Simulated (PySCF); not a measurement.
**Electronic structure of C (carbon, neutral) at the UHF level**

Configuration: [He] 2s2 2p1 3d1, one real determinant (an excited configuration). Computed with PySCF 2.14 in aug-cc-pVQZ-DK (6s5p4d3f2g, 80 functions), with scalar relativity by spin-free X2C-1e.

- Total energy: -37.292265 hartree
- One-electron energy: -48.7066 hartree
- Hartree (Coulomb) energy: 16.2668 hartree
- Exchange energy: -4.8525 hartree
- ⟨S²⟩: 2.0059
- ⟨L²⟩: 8.017
- Sum of ⟨r⟩: 9.641 bohr
- Sum of ⟨r²⟩: 31.47 bohr²
- Traceless quadrupole moment −½Σ⟨3z² − r²⟩ along its main axis: 5.51 e·bohr²
- Langevin diamagnetic susceptibility: -24.9 ×10⁻⁶ cm³/mol

| shell | electrons | mean orbital energy (eV) | rms radius, mean of both spins (bohr) |
| --- | --- | --- | --- |
| 1s α | 1 | -318.13 | 0.311 |
| 1s β | 1 | -317.34 | 0.311 |
| 2s α | 1 | -27.125 | 1.62 |
| 2s β | 1 | -23.375 | 1.62 |
| 2p α | 1 | -18.725 | 1.65 |
| 3d α | 1 | 0.520 | 4.83 |

⟨L²⟩ = 8.02 against 12 for a pure F term, so this real determinant mixes terms. The outer electron is Rydberg-like, and this basis confines it to a smaller radius and binds it less than a complete one would. At UHF the highest occupied level has a positive energy, so only the finite basis holds that electron; for this excited configuration the basis is too tight for the outer shell.

Spin-orbit constants ζ (cm⁻¹) from the X2C one-electron operator on these orbitals: bare nucleus, nucleus screened by l(l+1)(2l+1)/3 electrons, and screened by the Breit-Pauli mean field of the electrons.

```tsv
shell	bare	screened nucleus	mean field
2p	76.52	51.01	41.23
3d	0.6728	0.1121	0.06286
```

To first order the Landé constant is A = 6.892 cm⁻¹, so the lowest level has J = 2 and lies 0.00342 eV below the centre of the term. This holds in LS coupling only.
